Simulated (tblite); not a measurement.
C3H7SeSi2 (doublet state).
SMILES with atom numbers: `[CH3:1][C:2]#[C:3][SiH:4][Se:5][SiH3:6]` (hydrogens: H7, H8, H9 on C1; H10 on Si4; H11, H12, H13 on Si6)

Geometry (GFN2-xTB, Å), atoms numbered from 1 in this order:
```
atom  x, y, z in Å
C1     2.926    0.549    0.095
C2     1.735   -0.175   -0.277
C3     0.733   -0.799   -0.544
Si4   -0.749   -1.672   -1.181
Se5   -2.593   -0.269   -1.327
Si6   -2.656    0.611    0.756
H7     3.434    0.909   -0.801
H8     2.669    1.403    0.722
H9     3.602   -0.104    0.645
H10   -1.068   -2.786   -0.281
H11   -3.719    1.596    0.673
H12   -2.964   -0.460    1.697
H13   -1.353    1.197    1.048
```

Level: GFN2-xTB in tblite, geometry and Hessian alike; calculated harmonic values, unscaled, isolated species. This tight-binding method is rough: wavenumbers can miss measured ones by several per cent, in bad cases by 10 to 20. Modes of hydrogen on silicon can be 10 to 20 % off. One conformer, not necessarily the lowest. Open shells enter through the occupations alone, without spin polarisation, and single modes of such species can be off by tens of per cent. The optimisation stopped once no atom felt more than 0.01 eV/Å.

Lowest wavenumbers of the output (negative numbers stand for imaginary wavenumbers):
```
mode    cm-1
  1     -22.9
  2       8.1
  3      47.3
  4      54.4
  5      82.2
  6     145.7
  7     188.8
  8     300.9
```

Task: Is this structure a minimum?

Result: Not by this Hessian. 1 mode is imaginary beyond 20i (23i cm⁻¹), so at this level the point lies at or near a first-order saddle. The curvature is small, so loose convergence or finite differences may be the whole cause.

Task: Which atoms move in the imaginary mode?

Result: 23i: H9 (hydrogen on carbon) 34 %, H7 (hydrogen on carbon) 33 %, H8 (hydrogen on carbon) 32 %. These are shares of the mass-weighted motion.

Task: What is the remedy?

Result: Step along that mode in both directions, optimise again with tighter thresholds and repeat the frequencies. The zero-point energy of this point (49.5 kcal/mol) counts the 32 real modes alone, and thermal corrections from it aren't those of a minimum.

On one thread, Arm Neoverse V1 (aarch64), shared host with 32 logical CPUs at a one-minute load of 24, this took 0.46 s wall. The figure is for the frequency step alone.
